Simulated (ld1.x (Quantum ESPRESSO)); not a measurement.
# Scattering properties, TM potential for caesium

ld1.x (Quantum ESPRESSO) 7.5 input, shortened:

```
&input
   title='Cs', zed=55., rel=1, dft='BLYP', iswitch=3,
   config='[Xe] 5d0 6s0 6p0'
 /
 &inputp
   pseudotype=2, tm=.true., lloc=2,
   nlcc=.false.
 /
3
6S  1  0   0.00   0.00  3.90  3.90  0.0
5P  2  1   6.00   0.00  2.00  2.00  0.0
5D  3  2   0.00   0.00  4.20  4.20  0.0
 &test
   configts(1)='5p6 5d0 6s0 6p0'
 /
```

The phase is arctan(r·u′/u) with u = r·R(r), unwrapped; energies in Ry, scanned from -3 to 5 Ry. A pole is an energy at which the radial function vanishes at the test radius. The pseudo phase is shifted by a multiple of π to meet the all-electron one at the reference energy, and phase errors are pseudo minus all-electron; the curves can meet again beyond the range given. Levels narrower than the energy grid can be missing from the lists of poles. Where the grid stepped over a known ghost or core level, its pole and its step of π were put in at the level’s energy.

```json
{"channel": "s", "radius (bohr)": "4.53", "reference energy (Ry)": "-0.43", "poles, all-electron": "-2.32, 0.34, 3.48", "poles, pseudo": "-0.91, 0.33, 2.45", "unbroken range about the reference energy with phases within 0.05 rad": "-0.8 to 1.0", "phase error 1 Ry above the reference energy (rad)": "-0.010"}
{"channel": "p", "radius (bohr)": "4.53", "reference energy (Ry)": "-1.36", "poles, all-electron": "-1.33, 0.93, 4.23", "poles, pseudo": "-1.33, 0.87, 3.67", "unbroken range about the reference energy with phases within 0.05 rad": "below 1.6", "phase error 1 Ry above the reference energy (rad)": "-0.001"}
{"channel": "d", "radius (bohr)": "4.53", "reference energy (Ry)": "-0.32", "poles, all-electron": "-0.05, 2.09", "poles, pseudo": "-0.05, 2.12", "unbroken range about the reference energy with phases within 0.05 rad": "below 0.6", "phase error 1 Ry above the reference energy (rad)": "+0.061"}
```

Note: ghost state, extra bound levels that the all-electron valence spectrum of the same l lacks: s at -12.4 eV. A true bound ghost makes a file unfit for plane-wave use.

Phases in the p channel:

```tsv
E (Ry)	all-electron	pseudo
-3.00	1.428	1.428
-2.76	1.420	1.420
-2.52	1.411	1.411
-2.28	1.399	1.399
-2.04	1.383	1.383
-1.80	1.359	1.359
-1.56	1.304	1.304
-1.32	-1.610	-1.610
-1.08	-1.794	-1.793
-0.84	-1.865	-1.864
-0.60	-1.970	-1.970
-0.36	-2.213	-2.214
-0.12	-3.082	-3.108
0.12	-4.183	-4.206
0.36	-4.498	-4.512
0.60	-4.621	-4.634
0.84	-4.692	-4.706
1.08	-4.744	-4.761
1.32	-4.790	-4.814
1.56	-4.842	-4.884
1.80	-4.916	-5.006
2.04	-5.055	-5.378
2.28	-5.496	-6.901
2.52	-6.950	-7.526
2.76	-7.505	-7.683
3.00	-7.661	-7.755
3.24	-7.733	-7.799
3.48	-7.777	-7.832
3.72	-7.807	-7.859
3.96	-7.831	-7.886
4.20	-7.852	-7.915
4.44	-7.870	-7.955
4.68	-7.889	-8.019
4.92	-7.909	-8.174
```
